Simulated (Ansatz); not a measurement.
The cluster Ti₂Cl⁺. Total charge 1; triplet. Geometry r2SCAN-D4/def2-TZVP, that of the neutral doublet; atoms count from 1.

```xyz
3

Ti    1.2077   -1.7806    0.3613
Ti   -0.9306   -0.1109    0.2160
Cl   -0.2772    1.8915   -0.5774
```

The charge 1 triplet is spin-contaminated (final ⟨S²⟩ up to 3.01, 2.00 for a pure state). The structure comes from a short search, and lower isomers may exist.

Problem. Estimate the Mulliken populations from the PBE0/def2-TZVP orbitals of Ansatz.

Solution. 
```json
{"atom": "Ti1", "charge (e)": "0.61", "spin (α − β)": "0.04", "d electrons": "2.35"}
{"atom": "Ti2", "charge (e)": "0.72", "spin (α − β)": "2.00", "d electrons": "2.43"}
{"atom": "Cl3", "charge (e)": "-0.33", "spin (α − β)": "-0.04", "d electrons": "–"}
```
Mulliken values depend strongly on the basis.

Problem. Where does the spin sit?

Solution. Summed by element: Ti 2.04, Cl -0.04, of 2 unpaired in all. Largest on single atoms: Ti2 2.00, Ti1 0.04, Cl3 -0.04.

Problem. And the Mayer bond orders between heavy atoms (over 0.3)?

Solution. Ti1–Ti2 1.25 (2.72 Å); Ti2–Cl3 1.17 (2.25 Å).
